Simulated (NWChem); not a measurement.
System: CH₆N cation; SMILES C[NH3+]

Computed with NWChem. Pople sets run with spherical d functions. Coordinates come from a B3LYP/6-31G* (spherical d) optimisation.

Problem. Order these by “orbital gap (eV)”, lowest first: PBE/6-31+G*; PBE/STO-3G; PBE/6-31G*.

Solution. PBE/6-31+G* (9.47), PBE/6-31G* (10.06), PBE/STO-3G (13.93)
